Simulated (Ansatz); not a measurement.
Reaction (ligand exchange at the Sn–C bond): `C=[CH][SnH]([Cl])[Cl]` + HBr → `[Cl][SnH]([Cl])[Br]` + ethylene

Isolated molecules relaxed with PBE0-D4/def2-TZVP in Ansatz; ΔE leaves out vibrations. CCSD(T)/CBS is the MP2 limit (def2-TZVPP, def2-QZVPP) plus CCSD(T) − MP2 in def2-TZVPP, frozen cores. This one scheme is used for every species. Functionals use def2-TZVPP. def2 core potentials past Kr. For Br, Sn outer-core shells are correlated without core-valence functions, which leaves a few kJ/mol of doubt a bond. Scalar relativity is left out up to krypton. One conformer a species, not always the lowest.

CCSD(T)/CBS gives -24.7 kcal/mol.

(1) Another level gave -25.7 kcal/mol. Which?
A. LC-ωPBE/def2-TZVPP
B. SCS-MP2/def2-TZVPP
C. HF/def2-TZVPP
D. revPBE/def2-TZVPP

Largest T1 diagnostic among the species: 0.012.

Answers

(1) D. revPBE -25.7, LC-ωPBE -24.6, SCS-MP2/def2-TZVPP -23.4, HF/def2-TZVPP -29.2 kcal/mol.

In def2-TZVPP, CCSD(T) changes the Hartree–Fock value by +6.6 kcal/mol (the triples alone add +0.7 kcal/mol) and MP2 by +6.3 kcal/mol. From BLYP to BHLYP (50 % exact exchange), in def2-TZVPP and without D4, ΔE moves by −1.2 kcal/mol.

CCSD(T)/CBS has its own doubt, a few kJ/mol and more with outer-core shells, so smaller differences from it don't rank the levels.
